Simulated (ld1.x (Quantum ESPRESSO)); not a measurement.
Transferability test, TM semilocal potential for magnesium (Mg)

ld1.x (Quantum ESPRESSO) 7.5 input, shortened:

```
&input
   title='Mg', zed=12., rel=1, dft='PZ', iswitch=3,
   config='[Ne] 3s0.5 3p0 3d-2'
 /
 &inputp
   pseudotype=1, tm=.true., lloc=2,
   nlcc=.false.
 /
3
2S  1  0   2.00   0.00  0.60  0.60  0.0
2P  2  1   6.00   0.00  0.60  0.60  0.0
3D  3  2  -2.00  -0.10  0.60  0.60  0.0
 &test
   configts(1)='2s2 2p6 3s0.5 3p0'
 /
```

Occupied shells without a wave of their own: 3s. They enter only through the test configuration that unscreens the potential.

Energies are relative to the spin-unpolarised reference configuration 2s2 2p6 3s0.5 3p0; without spin polarisation the order of configurations can differ from experiment. Spin-polarised rows fill each open shell by Hund’s rule, majority spin first.

| valence configuration | charge | ΔE all-electron (eV) | error AE − PS (meV) |
| --- | --- | --- | --- |
| 2s2 2p6 3s2 3p0 | 0 | -14.737 | +16 |
| 2s2 2p6 3s0 3p0 | +2 | 8.385 | -10 |
| 2s1 2p6 3s2 3p0 | +1 | 76.171 | +47 |
| 2s2 2p6 3s0 3p2 | 0 | -7.468 | -11 |
| 2s2 2p6 3s1 3p1 | 0 | -11.214 | +4.2 |
| 2s2 2p6 3s1.5 3p0 | +0.5 | -11.545 | +12 |
| 2s2 2p6 3s0.5 3p0 (spin-polarised) | +1.5 | -0.112 | 0.0 |
| 2s2 2p6 3s1 3p0 (spin-polarised) | +1 | -6.984 | +7.2 |

What are ΔE and the potential's error for 2s2 2p6 3s1 3p0?

ΔE = -6.664 eV all-electron; the error (AE − PS) is +7.2 meV.

Levels in the configuration 2s2 2p6 3s0 3p0:

```tsv
level	all-electron (eV)	pseudo (eV)
2s	-99.449	-99.460
2p	-66.830	-66.842
```
